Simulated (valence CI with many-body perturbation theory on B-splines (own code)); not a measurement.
Dy33+: calculated level list

Method: configuration interaction combined with many-body perturbation theory (CI+MBPT): five valence electrons over a frozen Dirac-Fock core [Ar] 3d10, a basis of 9 s, 9 p, 8 d, 6 f, 3 g, 1 h functions for each j, with the one-electron correlation potential Σ1 (screened to all orders), the two-electron term Σ2, the three-electron term Σ3, Breit, model QED; selected single and double excitations, second order for the rest (own B-spline code, finite nucleus).

The last digits are not significant, and no measured levels were compared; by estimate large intervals hold to a few tenths of a per cent, small ones and those within an open d or f shell to about a per cent. Among the levels kept, up to 270 cm⁻¹ of a level comes from second order outside the variational space, and about a tenth of that is noise between levels of different J, which matters for small intervals.

Levels 46 to 51 of 51, with energies above the lowest level, (4s^2 4p1/2^2 4p3/2) J=3/2. "Leading %" is the weight of the configuration and term that name the level; weights of strongly mixed levels are sums over their largest components and can fall short. In the jj column 3d3/2^4 stands for four electrons in 3d with j = 3/2. Lifetimes count E1, E2, E3, M1 and M2 decay at the calculated energies, and are blank where another channel may lead or the interval is too uncertain; long ones can be off by a factor of two.

| No. | Configuration | Term | J | E (cm⁻¹) | Leading % | Lifetime | g | Second component | Leading jj |
| --- | --- | --- | --- | --- | --- | --- | --- | --- | --- |
| 46 | 4s 4p3 4d | 6D° | 9/2 | 2075300 | 43 | 83.4 ps | 1.398 | 40 % 4s 4p3 4d 4F° | 4s 4p1/2^2 4p3/2 4d5/2 (92 %) |
| 47 | 4s2 4p2 4d | 2D | 5/2 | 2084700 | 53 | 1.38 ps | 1.133 | 32 % 4s2 4p2 4d 2F | 4s^2 4p3/2^2 4d5/2 (86 %) |
| 48 | 4p5 | 2P° | 3/2 | 2104700 | 41 | 8.97 ps | 1.293 | 8 % 4s 4p3 4d 2P° | 4s 4p1/2^2 4p3/2 4d5/2 (48 %) |
| 49 | 4s 4p3 4d | 4G° | 5/2 | 2109300 | 31 | 10.1 ps | 0.883 | 18 % 4s 4p3 4d 2F° | 4s 4p1/2^2 4p3/2 4d3/2 (81 %) |
| 50 | 4s 4p3 4d | 4D° | 5/2 | 2131300 | 32 | 8.51 ps | 1.386 | 17 % 4s 4p3 4d 4P° | 4s 4p1/2^2 4p3/2 4d5/2 (88 %) |
| 51 | 4s 4p3 4d | 4D° | 1/2 | 2141400 | 53 | 4.50 ps | 0.556 | 19 % 4s 4p3 4d 2P° | 4s 4p1/2^2 4p3/2 4d3/2 (88 %) |
